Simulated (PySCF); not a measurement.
## SMILES Cc1pcc(Br)s1, C4H4BrPS

Geometry:
```json
{"atom": "C1", "x (Å)": "-2.112", "y (Å)": "-0.069", "z (Å)": "0.148"}
{"atom": "C2", "x (Å)": "-0.626", "y (Å)": "-0.114", "z (Å)": "0.031"}
{"atom": "P3", "x (Å)": "0.287", "y (Å)": "-1.546", "z (Å)": "-0.215"}
{"atom": "C4", "x (Å)": "1.834", "y (Å)": "-0.693", "z (Å)": "-0.225"}
{"atom": "C5", "x (Å)": "1.790", "y (Å)": "0.647", "z (Å)": "-0.056"}
{"atom": "Br6", "x (Å)": "3.304", "y (Å)": "1.785", "z (Å)": "-0.030"}
{"atom": "S7", "x (Å)": "0.241", "y (Å)": "1.379", "z (Å)": "0.151"}
{"atom": "H8", "x (Å)": "-2.519", "y (Å)": "-1.072", "z (Å)": "0.046"}
{"atom": "H9", "x (Å)": "-2.415", "y (Å)": "0.336", "z (Å)": "1.114"}
{"atom": "H10", "x (Å)": "-2.545", "y (Å)": "0.565", "z (Å)": "-0.627"}
{"atom": "H11", "x (Å)": "2.767", "y (Å)": "-1.216", "z (Å)": "-0.361"}
```

The calculation used quadratic response PBE0/aug-cc-pVDZ first hyperpolarisability, Taylor convention, gas phase (PySCF). Geometry: GFN2-xTB.

The calculation is non-relativistic, which matters for the atoms heavier than Zn.

(1) Give the tensor of the second harmonic β(−2ω;ω,ω) at 1064 nm in the axes of these coordinates.

Results:

(1) In au, Taylor convention; rows are the first index (the induced dipole):
|  | xx | yy | zz | xy | xz | yz |
| --- | --- | --- | --- | --- | --- | --- |
| x | -12.3 | +45.4 | -2.5 | -2.8 | +0.2 | +11.0 |
| y | +6.1 | +246.4 | +67.5 | +59.0 | +11.9 | +10.0 |
| z | +1.7 | +11.8 | +23.7 | +12.1 | +2.8 | +61.4 |

Norm of βᵢ = ⅓ Σⱼ (βᵢⱼⱼ + βⱼᵢⱼ + βⱼⱼᵢ): 315.0 au, hyper-Rayleigh value 125.4 au.
